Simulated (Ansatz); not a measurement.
One change: `C[CH](C)[Mg][NH2]` becomes `CC(C)N`.

Ansatz, PBE0-D4/def2-TZVP geometries, multiplicity 1. Each molecule was computed in one conformer, which needn't be the lowest.

```
                                          property  `C[CH](C)[Mg][NH2]`
             HOMO energy (ωB97M-V/def2-TZVPP) / eV                -8.35
size of the dipole moment (ωB97M-V/def2-TZVPP) / D                 0.43
                 HOMO energy (PBE/def2-TZVPP) / eV                -4.79
               HOMO energy (B3LYP/def2-TZVPP) / eV                -5.92
    size of the dipole moment (PBE/def2-TZVPP) / D                 0.34
                HOMO energy (PBE0/def2-TZVPP) / eV                -6.14
```

(1) What does the change do to each property? (Estimate.)

## Answers

(1) Ansatz gave: 
```csv
property,`CC(C)N`,shift
HOMO energy (ωB97M-V/def2-TZVPP) / eV,-9.25,-0.90
size of the dipole moment (ωB97M-V/def2-TZVPP) / D,1.26,0.83
HOMO energy (PBE/def2-TZVPP) / eV,-5.34,-0.55
HOMO energy (B3LYP/def2-TZVPP) / eV,-6.60,-0.68
size of the dipole moment (PBE/def2-TZVPP) / D,1.21,0.87
HOMO energy (PBE0/def2-TZVPP) / eV,-6.82,-0.68
```

With PBE0 the HOMO falls by 0.68 eV and the LUMO rises by 1.68 eV, so the gap widens by about 2.36 eV. PBE moves the HOMO by -0.55 eV and ωB97M-V by -0.90 eV. Dipoles are sizes alone; their direction can turn.

B3LYP here is the variant with VWN-RPA as its local correlation; programs differ in this.
